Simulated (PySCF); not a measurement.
A geometry optimisation, step by step.

C8H11NSi.
Atom-mapped SMILES: `[cH:1]1[cH:2][cH:3][c:4]([CH:5]2[CH2:6][SiH2:7][CH2:8]2)[n:9][cH:10]1` (hydrogens: H11 on C1; H12 on C2; H13 on C3; H14 on C5; H15, H16 on C6; H17, H18 on Si7; H19, H20 on C8; H21 on C10)

Method: PBE0-D3(BJ)/def2-SVP geometry optimisation, gas phase in PySCF 2.14.0; density fitting, grid level 1; the optimiser is geomeTRIC in internal coordinates, started from a GFN2-xTB structure with every atom displaced at random (about 0.01 Å). The frame can shift and turn from step to step; on so coarse a grid that alone can change the energy by a few meV, and forces under 0.02 eV/Å are noise.

Step 0: E = -17817.8935 eV, largest atomic force 2.866 eV/Å
```
atom  x, y, z in Å  |  force x, y, z in eV/Å
C1      3.145   -0.475   -0.498   -2.772   0.632   0.356
C2      2.095   -0.314   -1.430    0.330  -0.142   0.741
C3      0.792   -0.108   -0.981    1.269  -0.082  -0.108
C4      0.616   -0.049    0.398   -2.230   0.175   0.612
C5     -0.795    0.142    0.944    0.419   0.487   0.102
C6     -1.500    1.418    0.394   -0.279   0.136   0.391
Si7    -2.853    0.358   -0.420    0.762  -0.015   0.952
C8     -1.774   -0.934    0.471   -1.282  -0.288   0.725
N9      1.564   -0.177    1.302    0.437  -0.012  -0.051
C10     2.794   -0.377    0.851   -0.019  -0.107  -1.003
H11     4.136   -0.616   -0.807    1.692  -0.303  -0.481
H12     2.312   -0.359   -2.482    0.105  -0.034  -0.715
H13    -0.038    0.018   -1.674   -0.096  -0.007  -0.076
H14    -0.725    0.176    2.049    0.140  -0.065  -0.326
H15    -0.861    1.985   -0.264    0.390   0.534  -0.500
H16    -1.826    2.094    1.198   -0.080   0.047  -0.033
H17    -4.223    0.560    0.075   -0.469   0.023   0.095
H18    -2.858    0.310   -1.879   -0.020  -0.024  -0.721
H19    -2.266   -1.463    1.311    0.010   0.124  -0.160
H20    -1.343   -1.694   -0.137    0.590  -0.939  -0.774
H21     3.537   -0.473    1.599    1.104  -0.141   0.975
```

Step 1: E = -17818.1409 eV, largest atomic force 0.625 eV/Å
```
atom  x, y, z in Å  |  force x, y, z in eV/Å
C1      3.123   -0.508   -0.607    0.556  -0.170  -0.230
C2      2.084   -0.419   -1.529   -0.015   0.091  -0.051
C3      0.790   -0.251   -1.054   -0.227   0.028  -0.076
C4      0.561   -0.178    0.329    0.322  -0.073   0.036
C5     -0.818    0.026    0.892   -0.039  -0.041  -0.010
C6     -1.516    1.333    0.377    0.060   0.071  -0.055
Si7    -2.885    0.265   -0.385    0.049  -0.040  -0.051
C8     -1.846   -1.079    0.462    0.104  -0.124  -0.216
N9      1.566   -0.288    1.204   -0.127   0.004  -0.017
C10     2.804   -0.455    0.744    0.056   0.072   0.301
H11     4.171   -0.634   -0.931   -0.416   0.043   0.125
H12     2.282   -0.465   -2.605   -0.026  -0.011   0.081
H13    -0.052   -0.168   -1.750    0.054  -0.009  -0.001
H14    -0.690    0.043    1.982   -0.001   0.016   0.019
H15    -0.889    1.924   -0.310   -0.086  -0.040   0.029
H16    -1.827    2.001    1.193   -0.020   0.000   0.035
H17    -4.289    0.458    0.095    0.006   0.025   0.016
H18    -2.915    0.224   -1.885    0.011  -0.008   0.045
H19    -2.319   -1.574    1.319   -0.056  -0.018   0.091
H20    -1.414   -1.872   -0.177   -0.080   0.165   0.100
H21     3.593   -0.543    1.509   -0.127   0.020  -0.172
```

Step 2: E = -17818.1461 eV, largest atomic force 0.266 eV/Å
```
atom  x, y, z in Å  |  force x, y, z in eV/Å
C1      3.122   -0.523   -0.609   -0.063   0.021   0.036
C2      2.071   -0.415   -1.518    0.036  -0.023  -0.239
C3      0.774   -0.240   -1.052    0.211  -0.025   0.160
C4      0.569   -0.173    0.335   -0.103   0.012  -0.009
C5     -0.814    0.026    0.893   -0.001  -0.016   0.087
C6     -1.517    1.333    0.380    0.022   0.032   0.004
Si7    -2.874    0.260   -0.393   -0.004  -0.008   0.004
C8     -1.838   -1.081    0.456    0.009  -0.046  -0.014
N9      1.573   -0.278    1.209   -0.086   0.027  -0.066
C10     2.809   -0.447    0.746    0.047  -0.030   0.034
H11     4.156   -0.662   -0.938   -0.073   0.010   0.010
H12     2.263   -0.469   -2.592    0.015  -0.004  -0.024
H13    -0.066   -0.157   -1.747    0.037   0.004   0.008
H14    -0.692    0.043    1.985   -0.015   0.007   0.006
H15    -0.896    1.930   -0.304   -0.012   0.002  -0.003
H16    -1.836    1.995    1.199   -0.009  -0.019   0.005
H17    -4.279    0.455    0.082    0.000   0.010   0.003
H18    -2.894    0.221   -1.891    0.009  -0.007   0.001
H19    -2.316   -1.578    1.313   -0.004   0.021  -0.001
H20    -1.404   -1.867   -0.180   -0.007   0.022   0.010
H21     3.601   -0.531    1.501   -0.008   0.009  -0.013
```

Step 3: E = -17818.1466 eV, largest atomic force 0.272 eV/Å
```
atom  x, y, z in Å  |  force x, y, z in eV/Å
C1      3.119   -0.531   -0.608   -0.108   0.080   0.048
C2      2.085   -0.419   -1.537   -0.029  -0.045   0.267
C3      0.794   -0.239   -1.057   -0.084   0.001  -0.070
C4      0.569   -0.170    0.328   -0.050   0.023  -0.008
C5     -0.815    0.026    0.892   -0.003   0.003  -0.040
C6     -1.523    1.333    0.387   -0.010  -0.001   0.025
Si7    -2.877    0.259   -0.388   -0.032   0.013   0.025
C8     -1.839   -1.082    0.456   -0.052   0.019   0.096
N9      1.566   -0.268    1.207    0.076   0.013   0.005
C10     2.803   -0.440    0.747   -0.045  -0.055  -0.163
H11     4.148   -0.678   -0.925    0.201  -0.025  -0.044
H12     2.280   -0.480   -2.609    0.004   0.005  -0.018
H13    -0.042   -0.155   -1.756   -0.050   0.017  -0.011
H14    -0.691    0.041    1.984    0.016  -0.007  -0.025
H15    -0.910    1.936   -0.298    0.033   0.025  -0.018
H16    -1.844    1.989    1.210   -0.001  -0.024  -0.011
H17    -4.280    0.456    0.092   -0.004  -0.002  -0.005
H18    -2.899    0.222   -1.885    0.006  -0.004  -0.022
H19    -2.316   -1.580    1.315    0.024   0.034  -0.046
H20    -1.407   -1.863   -0.182    0.038  -0.067  -0.047
H21     3.592   -0.518    1.501    0.069  -0.003   0.061
```

Step 4: E = -17818.1496 eV, largest atomic force 0.041 eV/Å
```
atom  x, y, z in Å  |  force x, y, z in eV/Å
C1      3.125   -0.525   -0.608   -0.040   0.001   0.011
C2      2.083   -0.422   -1.528    0.005   0.005  -0.021
C3      0.788   -0.243   -1.056   -0.026  -0.004  -0.005
C4      0.566   -0.172    0.328    0.025  -0.002   0.011
C5     -0.816    0.025    0.892   -0.003  -0.004  -0.017
C6     -1.521    1.333    0.385    0.011   0.010  -0.010
Si7    -2.878    0.261   -0.388   -0.008   0.001   0.002
C8     -1.842   -1.081    0.457    0.004  -0.008  -0.006
N9      1.567   -0.272    1.204    0.021  -0.004  -0.002
C10     2.805   -0.444    0.744    0.017   0.009   0.029
H11     4.159   -0.664   -0.929   -0.005  -0.002   0.002
H12     2.278   -0.480   -2.602   -0.005   0.000  -0.002
H13    -0.048   -0.159   -1.755    0.000   0.000  -0.005
H14    -0.691    0.041    1.983    0.009  -0.002  -0.002
H15    -0.905    1.935   -0.299   -0.002   0.004   0.003
H16    -1.841    1.990    1.208   -0.007  -0.009   0.005
H17    -4.283    0.458    0.090    0.000   0.002  -0.002
H18    -2.900    0.223   -1.886    0.006  -0.003   0.001
H19    -2.318   -1.577    1.315   -0.003   0.007   0.004
H20    -1.409   -1.866   -0.182    0.000   0.001   0.001
H21     3.595   -0.521    1.501    0.000  -0.001   0.005
```

Step 5: E = -17818.1491 eV, largest atomic force 0.130 eV/Å
```
atom  x, y, z in Å  |  force x, y, z in eV/Å
C1      3.116   -0.522   -0.609    0.122  -0.026  -0.034
C2      2.073   -0.422   -1.528   -0.010   0.011   0.012
C3      0.780   -0.245   -1.052    0.042  -0.009   0.004
C4      0.568   -0.173    0.334   -0.016   0.000  -0.007
C5     -0.815    0.024    0.894    0.001  -0.005   0.036
C6     -1.518    1.333    0.385    0.013   0.008  -0.012
Si7    -2.872    0.261   -0.394   -0.004  -0.001   0.003
C8     -1.839   -1.082    0.456    0.011  -0.008  -0.018
N9      1.572   -0.272    1.208   -0.044   0.007   0.021
C10     2.809   -0.442    0.747   -0.069   0.015  -0.049
H11     4.149   -0.661   -0.935   -0.020   0.002   0.002
H12     2.266   -0.480   -2.602    0.007  -0.002   0.011
H13    -0.061   -0.161   -1.746    0.007  -0.002   0.006
H14    -0.692    0.040    1.986   -0.002   0.000   0.008
H15    -0.898    1.935   -0.296   -0.006   0.001   0.008
H16    -1.841    1.988    1.207   -0.008  -0.005   0.006
H17    -4.278    0.459    0.077    0.000   0.002  -0.003
H18    -2.886    0.221   -1.892    0.005  -0.002   0.003
H19    -2.320   -1.576    1.313   -0.007   0.003   0.010
H20    -1.405   -1.868   -0.180   -0.007   0.009   0.010
H21     3.603   -0.518    1.500   -0.016   0.002  -0.016
```

Step 6: E = -17818.1497 eV, largest atomic force 0.034 eV/Å
```
atom  x, y, z in Å  |  force x, y, z in eV/Å
C1      3.120   -0.524   -0.608    0.032  -0.009  -0.010
C2      2.078   -0.422   -1.528    0.002   0.005   0.000
C3      0.784   -0.243   -1.054    0.008  -0.008   0.001
C4      0.567   -0.172    0.332    0.000   0.001   0.001
C5     -0.815    0.025    0.893   -0.001  -0.003   0.011
C6     -1.520    1.333    0.385    0.012   0.009  -0.009
Si7    -2.875    0.260   -0.391   -0.006   0.001   0.003
C8     -1.840   -1.082    0.456    0.005  -0.008  -0.008
N9      1.570   -0.272    1.206   -0.017   0.001   0.005
C10     2.807   -0.444    0.746   -0.018   0.012  -0.015
H11     4.154   -0.663   -0.932   -0.007  -0.002   0.000
H12     2.272   -0.479   -2.602    0.001  -0.001   0.003
H13    -0.054   -0.159   -1.751    0.003   0.000   0.001
H14    -0.692    0.041    1.984    0.004  -0.001   0.003
H15    -0.902    1.935   -0.298   -0.003   0.003   0.004
H16    -1.841    1.989    1.207   -0.007  -0.008   0.005
H17    -4.280    0.458    0.085    0.000   0.002  -0.002
H18    -2.894    0.222   -1.889    0.006  -0.003   0.001
H19    -2.318   -1.577    1.314   -0.004   0.006   0.006
H20    -1.407   -1.867   -0.181   -0.002   0.003   0.004
H21     3.599   -0.521    1.501   -0.006   0.000  -0.004
```

Step 7: E = -17818.1498 eV, largest atomic force under 0.02 eV/Å
```
atom  x, y, z in Å  |  force x, y, z in eV/Å
C1      3.121   -0.524   -0.609   -0.005   0.002   0.001
C2      2.078   -0.423   -1.528    0.000   0.000   0.000
C3      0.785   -0.245   -1.054    0.003  -0.004  -0.001
C4      0.567   -0.172    0.331   -0.007   0.002  -0.007
C5     -0.815    0.024    0.894   -0.003  -0.003   0.006
C6     -1.520    1.333    0.386    0.009   0.005  -0.008
Si7    -2.875    0.261   -0.392   -0.006   0.001   0.005
C8     -1.840   -1.082    0.456    0.001  -0.003  -0.003
N9      1.569   -0.271    1.206   -0.004   0.004  -0.004
C10     2.806   -0.441    0.745    0.009  -0.002   0.002
H11     4.155   -0.664   -0.932    0.002  -0.001   0.000
H12     2.272   -0.481   -2.602    0.000   0.000   0.000
H13    -0.054   -0.162   -1.751    0.000   0.000   0.001
H14    -0.691    0.040    1.985    0.005  -0.002   0.000
H15    -0.902    1.936   -0.296   -0.001   0.005   0.004
H16    -1.842    1.988    1.209   -0.006  -0.007   0.003
H17    -4.280    0.459    0.083   -0.001   0.001  -0.003
H18    -2.891    0.222   -1.889    0.005  -0.002   0.000
H19    -2.320   -1.576    1.314   -0.002   0.006   0.002
H20    -1.407   -1.867   -0.181   -0.001  -0.002   0.002
H21     3.598   -0.517    1.500    0.001   0.000   0.001
```

Task: Summarise the path.

Result: The energy falls by 5.91 kcal/mol from step 0 to step 7; nine tenths of that is first reached at step 1. It rises by more than 0.2 meV at step 5. The largest force goes from 2.866 to under 0.02 eV/Å. Among the bonds C1–H11 changes most, from 1.047 to 1.092 Å; the atoms move by 0.051 Å rms after alignment.

Task: Follow the three bonds and two angles with the largest change from start to end.

Result: 
| step | E above end (kcal/mol) | largest force (eV/Å) | C1–H11 (Å) | C5–C8 (Å) | Si7–H18 (Å) | C3–C4–N9 (°) | C6–Si7–C8 (°) |
| --- | --- | --- | --- | --- | --- | --- | --- |
| 0 | 5.91 | 2.866 | 1.047 | 1.530 | 1.459 | 125.8 | 77.0 |
| 1 | 0.21 | 0.625 | 1.105 | 1.570 | 1.501 | 121.2 | 79.9 |
| 2 | 0.09 | 0.266 | 1.094 | 1.570 | 1.498 | 122.2 | 80.0 |
| 3 | 0.07 | 0.272 | 1.086 | 1.570 | 1.497 | 121.8 | 80.1 |
| 4 | 0.00 | 0.041 | 1.092 | 1.570 | 1.498 | 121.6 | 80.0 |
| 5 | 0.02 | 0.130 | 1.093 | 1.570 | 1.499 | 121.9 | 80.0 |
| 6 | 0.00 | 0.034 | 1.092 | 1.570 | 1.498 | 121.8 | 80.0 |
| 7 | 0.00 | under 0.02 | 1.092 | 1.570 | 1.498 | 121.8 | 80.0 |

What follows is the cost of the whole optimisation. The run took 2.9 min of wall time on an Arm Neoverse V1 with one thread, shared host with 32 logical CPUs at a one-minute load of 9.8, and the process peaked at 1.1 GiB of memory.
